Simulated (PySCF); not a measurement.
**Electron correlation in B (boron, neutral)**

[He] 2s2 2p1, 2P determinant. Computed with PySCF 2.14 in def2-QZVPPD (8s4p4d2f1g, 63 functions), with no relativity, point nucleus. Frozen: 1s2; 3 electrons correlated.

```tsv
level	correlation energy (mhartree)
CCSD	-66.21
(T)	-1.45
CCSD(T)	-67.66
```

Diagnostics: T1 = 0.015, D1 = 0.0278, largest double amplitude 0.092.

Cost of the coupled-cluster step: of the order of 2.6 core-seconds, for 3 correlated electrons.
